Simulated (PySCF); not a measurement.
**ZnI, PBE0: how much the basis matters**

PySCF, UKS reference; doublet, unpaired electrons σ ↑; De to Zn + I without counterpoise correction.

```json
{"basis": "def2-SVP", "relativity": "scalar-relativistic core potentials", "functions": "57", "Re (Å)": "2.517", "ωe (cm⁻¹)": "217", "De (eV)": "1.58", "μ (D)": "-3.14"}
{"basis": "cc-pVTZ-PP", "relativity": "scalar-relativistic core potentials", "functions": "102", "Re (Å)": "2.500", "ωe (cm⁻¹)": "219", "De (eV)": "1.44", "μ (D)": "-2.21"}
{"basis": "def2-TZVPP", "relativity": "scalar-relativistic core potentials", "functions": "114", "Re (Å)": "2.509", "ωe (cm⁻¹)": "220", "De (eV)": "1.53", "μ (D)": "-2.32"}
```

Problem. How does each smaller set differ from the one with most functions, def2-TZVPP?

Solution. def2-SVP: +0.8 pm, -1.4 % in ωe, +0.05 eV in De; cc-pVTZ-PP: -0.9 pm, -0.5 % in ωe, -0.09 eV in De. All at PBE0; the set with most functions is neither the basis-set limit nor always the best.

A positive dipole means Zn(−)I(+). Spin–orbit coupling is left out, which matters for elements this heavy, above all for dissociation energies. The state is the lowest determinant that a PBE0 search found; another state may lie lower at other levels.
